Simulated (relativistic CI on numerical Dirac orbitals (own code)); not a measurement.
## Transition arrays of Yb31+

Method of calculation: Dirac-Coulomb-Breit CI, orbitals from a KLI potential per configuration, QED by a radiative potential, valence Slater integrals scaled by 0.9, whole transition arrays (own radial code, finite nucleus).

Configuration list (outside the closed core [Ar] 3d10 4s2): 4p6 4d3, 4p6 4d2 4f, 4p5 4d4, 4p6 4d2 5p, 4p6 4d2 5f. Levels of other configurations are missing.

All E1 lines from the levels of 4p6 4d3; mean and standard deviation are weighted by gf, and upper levels are sorted by their leading configuration.

| Upper configuration | Lines | Σgf | Mean (eV) | Mean (nm) | σ (eV) | Strongest line (nm) |
| --- | --- | --- | --- | --- | --- | --- |
| 4p6 4d2 4f | 663 | 171.2 | 197.02 | 6.293 | 12.07 | 5.896 |
| 4p5 4d4 | 1776 | 391.6 | 220.98 | 5.611 | 18.63 | 5.329 |
| 4p6 4d2 5p | 466 | 35.0 | 433.64 | 2.859 | 7.97 | 2.829 |
| 4p6 4d2 5f | 721 | 115.7 | 589.65 | 2.103 | 6.61 | 2.114 |

Σgf per state of the lower configuration in bins of 0.2 nm over the central range (centre: value): 2.1: 0.96, 2.7: 0.02, 2.9: 0.27, 5.1: 0.11, 5.3: 1.18, 5.5: 0.82, 5.7: 0.64, 5.9: 0.65, 6.1: 0.22, 6.3: 0.25, 6.5: 0.17, 6.7: 0.21, 6.9: 0.16, 7.1: 0.06, 7.3: 0.08.

**Question.** How do configuration mixing and the scaling of the Slater integrals move the arrays?

**Answer.** Slater scale 0.9, no configuration mixing: 4p6 4d2 4f 193.2 ± 8.3 eV (Σgf 180.3), 4p5 4d4 204.3 ± 27.0 eV (Σgf 345.1), 4p6 4d2 5p 433.8 ± 8.0 eV (Σgf 38.2), 4p6 4d2 5f 589.6 ± 6.6 eV (Σgf 113.8); Slater scale 1: 4p6 4d2 4f 199.8 ± 13.5 eV (Σgf 164.0), 4p5 4d4 224.1 ± 18.1 eV (Σgf 408.1), 4p6 4d2 5p 433.7 ± 8.1 eV (Σgf 34.6), 4p6 4d2 5f 589.7 ± 6.8 eV (Σgf 115.9); Slater scale 0.8: 4p6 4d2 4f 195.4 ± 10.7 eV (Σgf 194.5), 4p5 4d4 218.3 ± 19.6 eV (Σgf 359.0), 4p6 4d2 5p 433.6 ± 7.8 eV (Σgf 35.4), 4p6 4d2 5f 589.6 ± 6.5 eV (Σgf 115.5). With mixing, levels are counted to their leading configuration, so an array can shrink or vanish into another, and the sums then hold other lines.
